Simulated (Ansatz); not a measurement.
`O[SiH](F)N[Si](O)(F)F` + `NBS` → `O[SiH](F)NBS` + `N[Si](O)(F)F`  (ligand exchange at the Si–N bond)

Isolated molecules relaxed with PBE0-D4/def2-TZVP in Ansatz; ΔE leaves out vibrations. CCSD(T)/CBS is the MP2 limit (def2-TZVPP, def2-QZVPP) plus CCSD(T) − MP2 in def2-TZVPP, frozen cores. Functionals use def2-TZVPP. B3LYP here is the variant with VWN-RPA as its local correlation; programs differ in this. One conformer a species, not always the lowest.

(1) Is it downhill or uphill in electronic energy at CCSD(T)/CBS, and by how much? (Estimate.)

(2) What do these levels give: PBE-D4, ωB97M-V, B2PLYP, B3LYP, CCSD/def2-TZVPP, MP2/def2-QZVPP? (Estimate.)

Largest T1 diagnostic among the species: 0.012.

Answers

(1) The calculation gave: Uphill: ΔE = +14.2 kJ/mol.

(2) The calculation gave: PBE-D4 16.2, ωB97M-V 16.5, B2PLYP 13.7, B3LYP 13.6, CCSD/def2-TZVPP 13.7, MP2/def2-QZVPP 13.6 kJ/mol.

The D4 term adds +3.3 kJ/mol with B3LYP and +1.8 kJ/mol with PBE0; it sums over pairs of atoms, weighted by their polarisabilities, and B3LYP, whose exchange is more repulsive, gets the larger term.
